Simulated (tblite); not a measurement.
Species: C₅H₂FO₂ (doublet state).
Numbering: `[O:1]=[c:2]1[c:3][cH:4][o:5][c:6]([F:7])[cH:8]1` (hydrogens: H9 on C4; H10 on C8)

Computed with GFN2-xTB (tblite), gas phase: L-BFGS steps from a force-field or distance-geometry start until the largest atomic force falls under 0.01 eV/Å.

Step 2: E = -665.4077 eV
```
atom  x, y, z in Å  |  force x, y, z in eV/Å
O1     -2.2464   -1.1994   -0.0053    0.393   0.124  -0.030
C2     -1.2592   -0.4881   -0.0111   -1.306  -1.085   0.101
C3     -1.2293    0.9424   -0.0239    0.284  -0.503  -0.056
C4     -0.0920    1.5957   -0.0304    0.562   0.128   0.083
O5      1.1494    0.9897   -0.0009    0.294   0.082  -0.063
C6      1.1754   -0.3428    0.0112    0.057   0.439   0.030
F7      2.4032   -0.8664    0.0259   -0.177   0.419   0.001
C8      0.0877   -1.1104    0.0169   -0.676   0.231  -0.050
H9     -0.0697    2.6672   -0.0385    0.421   0.260  -0.012
H10     0.0897   -2.1831    0.0335    0.148  -0.095  -0.005
```

Step 3: E = -665.4464 eV
```
atom  x, y, z in Å  |  force x, y, z in eV/Å
O1     -2.2480   -1.2031   -0.0057   -0.474  -0.448  -0.015
C2     -1.2732   -0.4993   -0.0095   -0.351  -0.373   0.062
C3     -1.2281    0.9324   -0.0248    0.930   0.068  -0.039
C4     -0.0808    1.6005   -0.0291   -0.258  -0.470   0.066
O5      1.1556    0.9906   -0.0019    0.273   0.271  -0.049
C6      1.1773   -0.3359    0.0117   -0.601  -0.021   0.019
F7      2.3994   -0.8592    0.0259   -0.025   0.304   0.004
C8      0.0777   -1.1085    0.0161   -0.030   0.418  -0.030
H9     -0.0630    2.6709   -0.0387    0.395   0.260  -0.009
H10     0.0921   -2.1837    0.0334    0.143  -0.008  -0.007
```

Step 4: E = -665.4975 eV
```
atom  x, y, z in Å  |  force x, y, z in eV/Å
O1     -2.2636   -1.2195   -0.0066   -0.592  -0.403   0.004
C2     -1.2937   -0.5166   -0.0064    0.144   0.110  -0.007
C3     -1.2103    0.9215   -0.0267    0.497  -0.048   0.003
C4     -0.0719    1.5987   -0.0262   -0.129  -0.120   0.020
O5      1.1699    0.9967   -0.0041    0.020   0.217  -0.019
C6      1.1684   -0.3288    0.0127   -0.439   0.004  -0.005
F7      2.3933   -0.8442    0.0260   -0.021   0.136   0.006
C8      0.0669   -1.0997    0.0146    0.083  -0.023   0.011
H9     -0.0475    2.6803   -0.0391    0.291  -0.127  -0.001
H10     0.0975   -2.1837    0.0331    0.146   0.256  -0.012
```

Step 5: E = -665.5197 eV
```
atom  x, y, z in Å  |  force x, y, z in eV/Å
O1     -2.2827   -1.2365   -0.0071   -0.205  -0.013   0.017
C2     -1.3106   -0.5300   -0.0042    0.186   0.111  -0.053
C3     -1.1915    0.9099   -0.0280    0.026  -0.110   0.032
C4     -0.0640    1.5993   -0.0238   -0.006  -0.016  -0.018
O5      1.1809    1.0045   -0.0060   -0.180   0.049   0.010
C6      1.1568   -0.3215    0.0134   -0.129   0.031  -0.023
F7      2.3870   -0.8300    0.0262   -0.078   0.020   0.007
C8      0.0587   -1.0969    0.0137    0.054   0.006   0.031
H9     -0.0302    2.6834   -0.0394    0.179  -0.222   0.005
H10     0.1045   -2.1775    0.0327    0.153   0.144  -0.009
```

**Question.** Estimate the geometry and energy of step 6. (The exact step hangs on the optimiser's Hessian estimate; all steps are aligned on step 5, rigid shifts and turns removed.)

**Answer.** E = -665.5231 eV, largest force 0.207 eV/Å
```
atom  x, y, z in Å  |  force x, y, z in eV/Å
O1     -2.2873   -1.2382   -0.0070   -0.042   0.096   0.014
C2     -1.3123   -0.5321   -0.0046    0.067   0.026  -0.043
C3     -1.1880    0.9062   -0.0277   -0.058  -0.054   0.028
C4     -0.0627    1.5989   -0.0237   -0.044  -0.048  -0.019
O5      1.1799    1.0064   -0.0062   -0.117  -0.006   0.011
C6      1.1533   -0.3195    0.0131   -0.002   0.054  -0.019
F7      2.3847   -0.8273    0.0263   -0.091   0.014   0.007
C8      0.0577   -1.0959    0.0141   -0.005  -0.017   0.024
H9     -0.0245    2.6808   -0.0394    0.143  -0.150   0.005
H10     0.1080   -2.1747    0.0325    0.149   0.085  -0.007
```

The energy changes by -0.0034 eV. The first-order estimate −F·Δx gives -0.0045 eV and the mean of the old and new forces, exact on a quadratic surface, -0.0034 eV. The step makes an angle of 49° with the force vector and moves no atom by more than 0.006 Å.

What follows is the cost of the whole relaxation. On one thread of an Arm Neoverse V2, shared host with 32 logical CPUs at a one-minute load of 13, this took under 0.1 s wall.
